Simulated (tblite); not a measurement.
Compound: C6H13NSi2.
Numbering: `[CH3:1][Si@:2]([SiH3:3])([C:4]#[N:5])[CH:6]1[CH2:7][CH2:8][CH2:9]1` (hydrogens: H10, H11, H12 on C1; H13, H14, H15 on Si3; H16 on C6; H17, H18 on C7; H19, H20 on C8; H21, H22 on C9)

Computed with GFN2-xTB (tblite), gas phase: L-BFGS steps from a force-field or distance-geometry start until the largest atomic force falls under 0.01 eV/Å.

Step 38: E = -701.1208 eV
```
atom  x, y, z in Å  |  force x, y, z in eV/Å
C1     -1.9099   -0.8907    1.7338   -0.014   0.006   0.023
Si2    -1.0729   -0.3297    0.1077    0.069  -0.047   0.012
Si3    -2.0801    1.5418   -0.8424    0.028  -0.038  -0.006
C4     -1.2628   -1.8265   -1.0171   -0.013   0.043   0.009
N5     -1.4037   -2.7292   -1.7100    0.002   0.005  -0.012
C6      0.8240   -0.2623    0.3916    0.016   0.025  -0.003
C7      1.7640   -0.8312   -0.6937   -0.007  -0.001   0.006
C8      2.7007    0.3609   -0.4699    0.008  -0.003  -0.030
C9      1.5636    1.0856    0.2591    0.014   0.007   0.000
H10    -2.5102   -0.0946    2.1642   -0.010   0.015   0.006
H11    -2.5660   -1.7397    1.5670   -0.014   0.007   0.007
H12    -1.1771   -1.1841    2.4802   -0.016  -0.029   0.017
H13    -3.3158    1.1920   -1.5432    0.000  -0.002  -0.009
H14    -2.4277    2.5268    0.1876    0.017  -0.019   0.013
H15    -1.2009    2.2184   -1.7974    0.007   0.007  -0.035
H16     1.0774   -0.7139    1.3554   -0.016   0.003  -0.025
H17     2.1770   -1.8203   -0.5069   -0.021  -0.004   0.011
H18     1.3162   -0.8249   -1.6864   -0.017  -0.003   0.010
H19     3.5281    0.1132    0.1931   -0.003   0.019   0.001
H20     3.0950    0.8446   -1.3604    0.011   0.018  -0.030
H21     1.8282    1.5997    1.1822   -0.042  -0.028   0.009
H22     1.0424    1.7834   -0.3962    0.001   0.019   0.027
```

Step 39: E = -701.1215 eV
```
atom  x, y, z in Å  |  force x, y, z in eV/Å
C1     -1.9101   -0.8915    1.7336   -0.008   0.009   0.021
Si2    -1.0718   -0.3305    0.1089    0.066  -0.063  -0.028
Si3    -2.0777    1.5398   -0.8441    0.008  -0.004  -0.016
C4     -1.2640   -1.8265   -1.0189   -0.010   0.033   0.010
N5     -1.4061   -2.7296   -1.7115    0.005   0.033   0.006
C6      0.8248   -0.2618    0.3928    0.009   0.015   0.002
C7      1.7644   -0.8321   -0.6925   -0.019   0.010   0.010
C8      2.7000    0.3615   -0.4708    0.013   0.001  -0.029
C9      1.5645    1.0862    0.2613    0.003  -0.005  -0.007
H10    -2.5074   -0.0929    2.1629   -0.019   0.015   0.016
H11    -2.5682   -1.7391    1.5675   -0.014   0.009   0.006
H12    -1.1771   -1.1857    2.4792   -0.016  -0.032   0.025
H13    -3.3159    1.1895   -1.5432    0.024   0.003   0.003
H14    -2.4253    2.5264    0.1866    0.022  -0.036  -0.004
H15    -1.2019    2.2207   -1.8014   -0.006  -0.011  -0.017
H16     1.0766   -0.7132    1.3567   -0.008  -0.002  -0.017
H17     2.1776   -1.8216   -0.5052   -0.026   0.018   0.007
H18     1.3143   -0.8256   -1.6843   -0.008  -0.011   0.013
H19     3.5303    0.1155    0.1887   -0.001   0.015   0.010
H20     3.0906    0.8457   -1.3622    0.014   0.022  -0.041
H21     1.8299    1.5982    1.1854   -0.036  -0.031   0.006
H22     1.0420    1.7859   -0.3911    0.007   0.014   0.026
```

Step 40: E = -701.1223 eV
```
atom  x, y, z in Å  |  force x, y, z in eV/Å
C1     -1.9104   -0.8923    1.7337    0.001   0.011   0.012
Si2    -1.0694   -0.3322    0.1099    0.037  -0.051  -0.051
Si3    -2.0748    1.5374   -0.8464   -0.007   0.024  -0.022
C4     -1.2658   -1.8257   -1.0209   -0.004   0.012   0.006
N5     -1.4089   -2.7293   -1.7128    0.006   0.054   0.017
C6      0.8259   -0.2610    0.3940    0.002  -0.002   0.005
C7      1.7647   -0.8330   -0.6908   -0.019   0.023   0.007
C8      2.6993    0.3623   -0.4725    0.014   0.011  -0.023
C9      1.5658    1.0867    0.2639   -0.007  -0.015  -0.014
H10    -2.5042   -0.0907    2.1618   -0.022   0.010   0.022
H11    -2.5710   -1.7381    1.5681   -0.013   0.016   0.005
H12    -1.1774   -1.1884    2.4786   -0.020  -0.032   0.030
H13    -3.3159    1.1869   -1.5434    0.046   0.007   0.015
H14    -2.4223    2.5254    0.1851    0.028  -0.053  -0.020
H15    -1.2033    2.2232   -1.8067   -0.018  -0.031   0.003
H16     1.0754   -0.7127    1.3579    0.005  -0.009  -0.001
H17     2.1781   -1.8229   -0.5028   -0.028   0.038   0.005
H18     1.3123   -0.8273   -1.6817    0.000  -0.017   0.012
H19     3.5332    0.1188    0.1833   -0.003   0.011   0.012
H20     3.0854    0.8476   -1.3654    0.012   0.019  -0.044
H21     1.8314    1.5952    1.1897   -0.023  -0.031   0.005
H22     1.0416    1.7895   -0.3841    0.012   0.008   0.020
```

Step 41: E = -701.1231 eV
```
atom  x, y, z in Å  |  force x, y, z in eV/Å
C1     -1.9104   -0.8929    1.7338    0.010   0.013   0.001
Si2    -1.0663   -0.3346    0.1100   -0.010  -0.012  -0.047
Si3    -2.0717    1.5351   -0.8496   -0.010   0.032  -0.021
C4     -1.2680   -1.8242   -1.0228    0.006  -0.013   0.002
N5     -1.4119   -2.7283   -1.7140    0.003   0.056   0.014
C6      0.8272   -0.2604    0.3955   -0.004  -0.019   0.005
C7      1.7648   -0.8337   -0.6887   -0.009   0.032  -0.002
C8      2.6987    0.3635   -0.4749    0.010   0.024  -0.014
C9      1.5671    1.0869    0.2667   -0.012  -0.018  -0.015
H10    -2.5009   -0.0880    2.1609   -0.018  -0.001   0.024
H11    -2.5743   -1.7366    1.5686   -0.009   0.025   0.003
H12    -1.1781   -1.1921    2.4783   -0.027  -0.027   0.030
H13    -3.3153    1.1841   -1.5433    0.057   0.008   0.019
H14    -2.4186    2.5234    0.1828    0.031  -0.059  -0.027
H15    -1.2053    2.2252   -1.8129   -0.024  -0.046   0.016
H16     1.0742   -0.7123    1.3592    0.018  -0.015   0.016
H17     2.1785   -1.8235   -0.4997   -0.024   0.048   0.005
H18     1.3102   -0.8300   -1.6786    0.004  -0.019   0.006
H19     3.5366    0.1228    0.1772   -0.008   0.009   0.007
H20     3.0792    0.8501   -1.3698    0.008   0.010  -0.036
H21     1.8328    1.5908    1.1950   -0.004  -0.029   0.005
H22     1.0413    1.7939   -0.3753    0.014   0.002   0.009
```

Question: Estimate the geometry and energy of step 42. (The exact step hangs on the optimiser's Hessian estimate; all steps are aligned on step 41, rigid shifts and turns removed.)

Answer: E = -701.1239 eV, largest force 0.066 eV/Å
```
atom  x, y, z in Å  |  force x, y, z in eV/Å
C1     -1.9102   -0.8933    1.7338    0.013   0.014  -0.007
Si2    -1.0633   -0.3368    0.1093   -0.052   0.036  -0.019
Si3    -2.0688    1.5334   -0.8531   -0.002   0.019  -0.010
C4     -1.2701   -1.8223   -1.0244    0.016  -0.028   0.002
N5     -1.4149   -2.7265   -1.7149   -0.003   0.036  -0.006
C6      0.8283   -0.2602    0.3971   -0.009  -0.026   0.005
C7      1.7648   -0.8338   -0.6867    0.005   0.033  -0.012
C8      2.6981    0.3651   -0.4775    0.001   0.032  -0.005
C9      1.5681    1.0867    0.2694   -0.011  -0.013  -0.008
H10    -2.4977   -0.0854    2.1604   -0.009  -0.012   0.022
H11    -2.5775   -1.7346    1.5688   -0.006   0.034   0.000
H12    -1.1791   -1.1963    2.4786   -0.032  -0.018   0.023
H13    -3.3138    1.1814   -1.5428    0.050   0.004   0.013
H14    -2.4145    2.5204    0.1801    0.029  -0.051  -0.020
H15    -1.2076    2.2262   -1.8188   -0.019  -0.049   0.015
H16     1.0734   -0.7122    1.3608    0.025  -0.019   0.025
H17     2.1785   -1.8232   -0.4964   -0.013   0.046   0.006
H18     1.3083   -0.8332   -1.6755    0.005  -0.017  -0.003
H19     3.5398    0.1269    0.1712   -0.014   0.009  -0.003
H20     3.0728    0.8528   -1.3749    0.003   0.000  -0.020
H21     1.8341    1.5855    1.2002    0.013  -0.024   0.004
H22     1.0411    1.7985   -0.3663    0.012  -0.005  -0.003
```

The energy changes by -0.0008 eV. The first-order estimate −F·Δx gives -0.0011 eV and the mean of the old and new forces, exact on a quadratic surface, -0.0008 eV. The step makes an angle of 75° with the force vector and moves no atom by more than 0.010 Å.

What follows is the cost of the whole relaxation. On one thread of an Arm Neoverse N1 (shared host), this took 3.8 s.
